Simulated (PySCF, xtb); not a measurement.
AlFCl2, SMILES [Cl][Al]([Cl])[F].

Harmonic wavenumbers (cm⁻¹) from GFN2-xTB in xtb 6.7.1 at its own minimum, in rising order: 115, 165, 238, 430, 657, 775.

Task: What does PySCF with PBE0-D3(BJ)/def2-SVP give at its own minimum? (An estimate is asked for; the answer gives what the named calculation found.)

Result: 151, 206, 233, 442, 653, 913. Paired by order, the mean absolute difference is 40 cm⁻¹ and the zero-point energies are 3.4 and 3.7 kcal/mol.
